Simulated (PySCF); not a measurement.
**Core-level binding energies of Si(NCO)2H2**

Si(NCO)2H2, C₂H₂N₂O₂Si.
Cartesian coordinates in Å at the PBE0-D3(BJ)/def2-SVP level; atoms count from 1:
```
atom  x, y, z in Å
Si1   -0.7908   -0.0035   -0.5125
N2    -0.7099   -0.0293    1.1977
C3    -0.6010   -0.0094    2.3904
O4    -0.5020    0.0058    3.5517
N5     0.7989    0.0127   -1.1484
C6     1.9167   -0.0137   -1.5781
O7     3.0033   -0.0340   -1.9994
H8    -1.4947    1.2288   -0.9462
H9    -1.4878   -1.2269   -0.9809
```

Method used: delta-SCF UKS SCAN, pcX-2 on the ionised atom, pcseg-1 elsewhere, spin-free X2C in PySCF 2.14.0. These are vertical core ionisation energies against the vacuum level, from separate self-consistent calculations with and without the core hole.

Q: Give the core binding energies atom by atom.

A: 
```json
{"atom(s)": "Si1", "environment": "silicon bonded to 2 N and 2 H", "level": "Si 2p3/2", "binding energy (eV)": "108.72", "2p1/2 (eV)": "109.35", "count": "1"}
{"atom(s)": "C3/C6", "environment": "carbon bonded to N and O", "level": "C 1s", "binding energy (eV)": "295.35", "2p1/2 (eV)": "–", "count": "2"}
{"atom(s)": "N2/N5", "environment": "nitrogen bonded to C and Si", "level": "N 1s", "binding energy (eV)": "405.83", "2p1/2 (eV)": "–", "count": "2"}
{"atom(s)": "O4/O7", "environment": "oxygen bonded to C", "level": "O 1s", "binding energy (eV)": "539.70", "2p1/2 (eV)": "–", "count": "2"}
{"atom(s)": "Si1", "environment": "silicon bonded to 2 N and 2 H", "level": "Si 1s", "binding energy (eV)": "1848.87", "2p1/2 (eV)": "–", "count": "1"}
```

Q: Which photon energy gives electrons from O 1s of O4/O7 a kinetic energy of 100 eV, and what is their de Broglie wavelength?

A: hν = 539.70 + 100 = 639.70 eV, recoil neglected; λ = 12.264 Å/√(E/eV) = 1.23 Å.

Q: Which photon wavelength matches the O 1s of O4/O7 threshold?

A: λ = hc/E = 12398.42 eV Å / 539.70 eV = 22.973 Å.

The first atom of each set that the bonding makes equivalent was ionised and stands for the set. 2p3/2 and 2p1/2 are the ΔSCF energy of one spin-free 2p hole plus the eigenvalues of a spin–orbit and ligand-field matrix of the shell. 2p1/2 minus 2p3/2 (ligand field included): Si 0.63 eV. Isolated species at its PBE0-D3(BJ)/def2-SVP geometry, gas phase.
